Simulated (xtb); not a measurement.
xtb was given this input:
```
$ xtb mol.xyz --gfn 2 --opt vtight --json

# file mol.xyz
5

F      1.25379663    -1.03200648    -0.08281086
Ge    -0.00031219    -0.00099626    -0.03057266
F      0.60399298     1.56429813     0.01578812
F     -1.03786772    -0.22124160    -1.29778849
F     -0.85303016    -0.31308141     1.42576985
```

Q: Estimate the dipole moment that GFN2-xTB (xtb) returns for this input.

A: 0.00 D

Q: Estimate the total energy at the end of the optimisation that GFN2-xTB returns for this input.

A: -20.995797 Ha
